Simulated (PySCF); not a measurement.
## Choosing a basis for TDDFT

C2H3N3Si.
Geometry (PBE0-D3(BJ)/def2-SVP, Å), atoms numbered from 1 in this order:
```xyz
9
C2H3N3Si angstrom
N      2.9277   -0.0780   -0.3244
C      1.8126   -0.0187   -0.0138
Si     0.0188    0.0337    0.4517
N     -0.7727   -1.2710   -0.2992
C     -0.5413    1.7199   -0.1092
N     -0.9486    2.7458   -0.4649
H     -0.1490   -0.0284    1.9207
H     -1.6338   -1.6441    0.0828
H     -0.6867   -1.4470   -1.2939
```

TDDFT with PBE0 (PySCF), vertical singlets, core orbitals frozen in the response, spherical d and f functions. Geometry: PBE0-D3(BJ)/def2-SVP, one conformer, isolated molecule.

```tsv
basis	functions	diffuse	S1 (eV)	S2 (eV)	S3 (eV)	S4 (eV)	S5 (eV)	LUMO (eV)	α (au)
6-31G*	94	no	5.93	6.46	6.73	6.84	7.14	-1.37	50.0
def2-SVP	103	no	5.93	6.36	6.78	6.87	7.17	-1.45	50.8
6-31+G*	118	yes	5.82	6.37	6.67	6.78	7.07	-1.77	57.9
aug-cc-pVDZ	169	yes	5.84	6.33	6.66	6.77	7.04	-1.76	63.4
def2-TZVP	210	no	5.86	6.31	6.62	6.72	7.00	-1.75	58.8
def2-TZVPD	255	yes	5.83	6.29	6.60	6.70	6.98	-1.82	63.3
```

How much do these states and the polarisability depend on the basis?

States are compared by their number. Against the largest diffuse basis here (def2-TZVPD, itself not a converged limit), sets without diffuse functions differ by up to 0.10 eV in S1 and 0.19 eV in S5; the smaller diffuse sets differ by up to 0.01 and 0.09 eV. State by state, the largest deviation of a set without diffuse functions is S1 0.10, S2 0.17, S3 0.17, S4 0.17, S5 0.19 eV. The same number needn't mean the same state in each row. Against def2-TZVPD the polarisability deviates by -21% in 6-31G*, -20% in def2-SVP, -8% in 6-31+G*, 0% in aug-cc-pVDZ, -7% in def2-TZVP. A single + in a Pople set puts diffuse functions on heavy atoms only.
